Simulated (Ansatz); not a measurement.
The first iterations of a band of C2H6FSi (10 atoms, charge 1, multiplicity 1).

These are results of Ansatz, RKS PBE/6-31G*, not measurements.

```yaml
movable_images: 7
climbing_image: yes
spring: 5.0 eV/Å²
optimiser: quadratic models (default)
start_path: through a guess of the saddle point
force_threshold: 0.03 eV/Å
iteration_limit: 34
end_points: relaxed
```

First end point:

```xyz
10
Properties=species:S:1:pos:R:3
C -0.363 1.155 -0.810
C -0.211 -0.254 -0.480
F -0.614 -1.075 -1.400
Si 0.517 -1.030 1.156
H 0.003 1.828 -0.022
H -1.436 1.361 -1.031
H 0.147 1.365 -1.778
H 0.442 -2.504 1.008
H -0.372 -0.415 2.188
H 1.887 -0.431 1.169
```

Last end point:

```xyz
10
Properties=species:S:1:pos:R:3
C -0.309 1.129 -0.925
C -0.504 -0.144 -0.254
F -1.583 -0.787 -0.577
Si 0.619 -1.021 1.084
H -1.202 1.497 -1.454
H 0.512 0.963 -1.668
H 0.126 1.877 -0.232
H 0.649 -2.446 0.653
H -0.217 -0.783 2.302
H 1.910 -0.285 1.071
```

| iteration | highest image above the first end (eV) | largest band force component (eV/Å) |
| --- | --- | --- |
| 1 | 4.889 | 17.375 |
| 2 | 0.364 | 2.800 |

Task: Does the band converge within its limit, and where does its top end?

Result: The run converged. It ended after 7 iterations with the highest image 0.004 eV above the first end. The top lies less than 8 meV above the higher end, about what the thresholds resolve: that end is a shoulder or a very shallow well. A vibrational analysis at the climbing image gives 2 clearly imaginary modes (104i, 67i cm⁻¹): a point of higher order, so a lower path passes nearby. Limits of this set-up: the dipole of an ion depends on the origin.

The run took 4.5 min on 1 CPU thread of a shared host.
